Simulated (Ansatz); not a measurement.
Reaction (ligand exchange at a Ge–Cl bond): `[CH3][Ge]([CH3])([Cl])[Cl]` + H–F → `[CH3][Ge]([CH3])([F])[Cl]` + HCl

Program: Ansatz. Geometries: PBE0-D4/def2-TZVP. ΔE: electronic, gas phase. CCSD(T)/CBS adds triple-zeta CCSD(T) − MP2 to the extrapolated MP2 energy (def2 sets, frozen cores). This one scheme is used for every species. DFT in def2-TZVPP. B3LYP here is the variant with VWN-RPA as its local correlation; programs differ in this. For Ge outer-core shells are correlated without core-valence functions, which leaves a few kJ/mol of doubt a bond. Scalar relativity is left out up to krypton.

`[CH3][Ge]([CH3])([Cl])[Cl]`:

Cartesian coordinates in Å:
```
C -0.775 1.441 0.475
Ge -0.294 -0.164 -0.489
C 1.177 -1.218 0.192
Cl -2.037 -1.433 -0.581
Cl 0.172 0.395 -2.521
H -1.065 1.184 1.495
H 0.075 2.124 0.499
H -1.613 1.925 -0.026
H 1.325 -2.086 -0.450
H 0.950 -1.553 1.205
H 2.086 -0.616 0.201
```

H–F:

Cartesian coordinates in Å:
```
F -0.029 0.155 0.432
H 0.029 -0.155 -0.432
```

`[CH3][Ge]([CH3])([F])[Cl]`:

Cartesian coordinates in Å:
```
C -0.370 -0.095 1.667
Ge -0.531 -0.041 -0.256
C 1.062 0.081 -1.337
F -1.355 -1.497 -0.734
Cl -1.867 1.558 -0.799
H 0.081 0.829 2.031
H -1.361 -0.205 2.106
H 0.251 -0.942 1.962
H 1.586 1.015 -1.128
H 0.783 0.057 -2.390
H 1.722 -0.760 -1.120
```

HCl:

Z-matrix (Å, degrees):
```
Cl
H 1 1.279
```

| species | B3LYP-D4 energy (Eh) |
| --- | --- |
| `[CH3][Ge]([CH3])([Cl])[Cl]` | -3077.50090 |
| H–F | -100.49283 |
| `[CH3][Ge]([CH3])([F])[Cl]` | -2717.15417 |
| HCl | -460.83661 |

**Question.** Work out ΔE.

**Answer.** ΔE = (-2717.15417) + (-460.83661) − (-3077.50090) − (-100.49283) = 0.00295 Eh = +7.7 kJ/mol. CCSD(T)/CBS gives +12.4 kJ/mol.

Largest T1 diagnostic among the species: 0.010.

The D4 term adds +7.5 kJ/mol with B3LYP and +4.1 kJ/mol with PBE0; it sums over pairs of atoms, weighted by their polarisabilities, and B3LYP, whose exchange is more repulsive, gets the larger term. In def2-TZVPP, CCSD(T) changes the Hartree–Fock value by +8.6 kJ/mol (the triples alone add +1.7 kJ/mol) and MP2 by +15.9 kJ/mol.
